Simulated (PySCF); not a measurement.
Mapped SMILES: `[CH3:1]/[C:2](=[CH:3]/[F:4])[CH2:5][O:6][C:7]([F:8])([F:9])[F:10]`; H(Xn) means a hydrogen on atom n.

Geometry: GFN2-xTB; GIAO absolute shieldings from PySCF 2.14.0 with density-fitted response routines, gas phase, non-relativistic, averaged over equivalent atoms.

At PBE0/STO-3G (56 basis functions, 6.2 s wall time on 1 thread of an Intel Xeon Platinum 8488C, shared host):
| atoms | σ (ppm) |
| --- | --- |
| C3 | 114.4 |
| C7 | 136.3 |
| C2 | 140.3 |
| C5 | 180.8 |
| C1 | 214.8 |
| F4 | 316.1 |
| F8/F9/F10 | 393.7 |
| O6 | 350.6 |
| H(C3) | 27.20 |
| H(C5) | 30.13 |
| H(C1) | 31.50 |

Predict the values at PW91/pcSseg-0 on the same geometry.

Results:


| atoms | σ at PW91/pcSseg-0 | change |
| --- | --- | --- |
| C3 | 27.5 | -86.9 |
| C7 | 39.4 | -96.9 |
| C2 | 68.4 | -71.9 |
| C5 | 118.3 | -62.5 |
| C1 | 171.4 | -43.4 |
| F4 | 261.7 | -54.4 |
| F8/F9/F10 | 241.2 | -152.5 |
| O6 | 225.9 | -124.7 |
| H(C3) | 26.15 | -1.05 |
| H(C5) | 28.04 | -2.09 |
| H(C1) | 31.04 | -0.46 |

The largest change is at F8/F9/F10 (fluorine of an OCF3 group). Cost: 102 basis functions, 17 s wall time on 1 thread of an Intel Xeon Platinum 8488C, shared host. The order of the carbon signals is the same at both levels.
